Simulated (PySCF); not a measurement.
Working out the ionisation energy of Pd

Pd [Kr] 4d10 (1S) → Pd⁺ [Kr] 4d9 (2D). Computed with PySCF 2.14 in x2c-TZVPPall with one added diffuse shell each of s, p, d, f type (9s7p7d3f1g, 95 functions), with scalar relativity by spin-free X2C-1e. Frozen: [Ar] 3d10. Energies in hartree (1 hartree = 27.21139 eV):

```csv
part,Pd (lower),Pd⁺ (upper)
UHF,-5042.742009,-5042.511705
CCSD correlation,-0.622976,-0.556179
(T),-0.023264,-0.015079
```

Task: What does Hartree-Fock give?

Result: (-5042.511705) − (-5042.742009) = 0.230304 hartree = 6.267 eV.

Task: What do CCSD and CCSD(T) give?

Result: The CCSD correlation energies differ by 0.066797 hartree = 1.818 eV and the triples by 0.008185 hartree = 0.223 eV, so CCSD gives 8.085 eV and CCSD(T) 8.308 eV.

Measured between the centres of the two terms (NIST): 8.512 eV, so CCSD(T) (valence and next inner shell) is off by -0.204 eV.

What remains against the reference includes basis incompleteness, the frozen core and higher excitations.
